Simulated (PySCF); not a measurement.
# Correlation energy of Cl⁺ (chlorine, charge +1)

[Ne] 3s2 3p4, high-spin 3P determinant. Computed with PySCF 2.14 in def2-SVP, with the non-relativistic Hamiltonian (point nucleus). Frozen: [Ne]; 6 electrons correlated.

MP2 pair energies summed by pair of shells (mhartree):

| pair | energy | share (%) |
| --- | --- | --- |
| 3p-3p | -43.37 | 48.8 |
| 3s-3p | -38.12 | 42.9 |
| 3s-3s | -7.45 | 8.4 |

Total MP2 correlation energy: -88.94 mhartree.

Same-spin part -21.72 and opposite-spin part -67.22 mhartree; SCS-MP2 scales them by 1/3 and 6/5 to -87.91 mhartree.

| level | correlation energy (mhartree) |
| --- | --- |
| CCSD | -108.09 |
| (T) | -1.04 |
| CCSD(T) | -109.13 |

Diagnostics: T1 = 0.0062, D1 = 0.0201, largest double amplitude 0.051.

Question: Is a single reference adequate?

Answer: Yes: T1 lies below 0.03 and no double amplitude reaches 0.07.
